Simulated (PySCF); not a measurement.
C7H12.
SMILES: `C1CC2(C1)CCC2`

Computed with PySCF at CAM-B3LYP/def2-SVPD, non-relativistic, on one gas-phase PBE0-D3(BJ)/def2-SVP geometry that isn't relaxed in the solvent. The solvent is an IEF-PCM continuum (van der Waals radii × 1.2), and excitations are vertical TDDFT with non-equilibrium linear response and a frozen core. The model holds no explicit solvent molecules, cavitation or dispersion.

Gas-phase singlets (H = HOMO, L = LUMO):

```json
{"state": "S1", "E (eV)": "7.883", "λ (nm)": "157", "f": "0.004", "leading configurations": "H→L 94%"}
{"state": "S2", "E (eV)": "8.169", "λ (nm)": "152", "f": "0.010", "leading configurations": "H→L+1 92%"}
{"state": "S3", "E (eV)": "8.210", "λ (nm)": "151", "f": "0.057", "leading configurations": "H-1→L 90%"}
{"state": "S4", "E (eV)": "8.246", "λ (nm)": "150", "f": "0.074", "leading configurations": "H-2→L 88%"}
{"state": "S5", "E (eV)": "8.515", "λ (nm)": "146", "f": "0.008", "leading configurations": "H-1→L+1 78%, H-4→L 9%"}
```

Question: Give the list for acetone (ε = 20.49), n² = 1.85.

Answer: 
```tsv
state	E (eV)	λ (nm)	f	leading configurations	change by rank (eV)
S1	7.912	157	0.004	H→L 94%	+0.029
S2	8.154	152	0.016	H→L+1 91%	-0.015
S3	8.216	151	0.072	H-1→L 89%	+0.006
S4	8.247	150	0.097	H-2→L 88%	+0.001
S5	8.494	146	0.014	H-1→L+1 82%	-0.021
```

Question: Give the list for methanol (ε = 32.61), n² = 1.77.

Answer: 
```json
{"state": "S1", "E (eV)": "7.913", "λ (nm)": "157", "f": "0.004", "leading configurations": "H→L 94%", "change by rank (eV)": "+0.030"}
{"state": "S2", "E (eV)": "8.155", "λ (nm)": "152", "f": "0.015", "leading configurations": "H→L+1 91%", "change by rank (eV)": "-0.014"}
{"state": "S3", "E (eV)": "8.218", "λ (nm)": "151", "f": "0.071", "leading configurations": "H-1→L 89%", "change by rank (eV)": "+0.008"}
{"state": "S4", "E (eV)": "8.249", "λ (nm)": "150", "f": "0.095", "leading configurations": "H-2→L 88%", "change by rank (eV)": "+0.003"}
{"state": "S5", "E (eV)": "8.495", "λ (nm)": "146", "f": "0.014", "leading configurations": "H-1→L+1 82%", "change by rank (eV)": "-0.020"}
```

Question: The ground-state energy changes by -0.029 eV from gas to methanol. By how much does the total energy of gas-phase S1 change?

Answer: E(S1) = E(S0) + excitation energy, so it changes by -0.029 + 0.030 = +0.001 eV: it isn't lowered at all, while the ground state is. This is the vertical state, with the slow part of the continuum still set for S0.

Question: How do the frontier levels move from gas to methanol?

Answer: 
| orbital | gas (eV) | solvent (eV) | change (eV) |
| --- | --- | --- | --- |
| LUMO+2 | 2.06 | 2.18 | +0.12 |
| LUMO+1 | 1.75 | 1.86 | +0.11 |
| LUMO | 1.43 | 1.57 | +0.14 |
| HOMO | -9.23 | -9.11 | +0.12 |
| HOMO-1 | -9.60 | -9.47 | +0.13 |
| HOMO-2 | -9.63 | -9.50 | +0.13 |
| HOMO-3 | -10.52 | -10.40 | +0.12 |

The HOMO–LUMO gap goes from 10.67 to 10.69 eV.
